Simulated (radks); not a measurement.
Ru V, configuration [Kr] 4d4 (the NIST ground configuration).

All-electron calculation, scalar-relativistic Kohn-Sham, PBE, spin-unpolarised, spherical densities, point nucleus. Program: a radial shooting solver on a logarithmic mesh with Libxc functionals.

Energy parts (hartree):
part                        energy
total                  -4527.05515
kinetic                 4681.70143
electron-nucleus      -10844.70665
Hartree                 1767.68652
exchange-correlation    -131.73645

Orbitals (lengths in bohr, moments of r in powers of bohr; r(90%) holds 90 % of the orbital's charge):
\begin{tabular}{lrrrrrr}
orbital & occ. & eigenvalue (hartree) & <r> & <r^2> & r(90%) & <r^4> \\ \hline
1s & 2 & -808.1274 & 0.03344 & 0.001510 & 0.0599 & 5.909e-06 \\
2s & 2 & -117.8631 & 0.1457 & 0.02501 & 0.225 & 0.001076 \\
2p & 6 & -105.7604 & 0.1270 & 0.01969 & 0.207 & 0.0007707 \\
3s & 2 & -22.34450 & 0.4026 & 0.1855 & 0.594 & 0.05303 \\
3p & 6 & -18.36737 & 0.4029 & 0.1887 & 0.608 & 0.05768 \\
3d & 10 & -11.97151 & 0.3838 & 0.1764 & 0.611 & 0.05930 \\
4s & 2 & -4.67041 & 1.003 & 1.137 & 1.45 & 1.920 \\
4p & 6 & -3.54287 & 1.094 & 1.364 & 1.61 & 2.856 \\
4d & 4 & -1.90657 & 1.370 & 2.187 & 2.09 & 8.077 \\
5s & 0 & -1.44618 & 2.368 & 6.254 & 3.36 & 55.24 \\
5p & 0 & -1.16166 & 2.684 & 8.044 & 3.82 & 91.72 \\
\end{tabular}

The highest occupied level is 4d at -51.880 eV. Summed over all electrons, <r^2> = 22.64 bohr^2, which gives a Langevin (diamagnetic) susceptibility term of -17.9 x 10^-6 cm^3/mol.
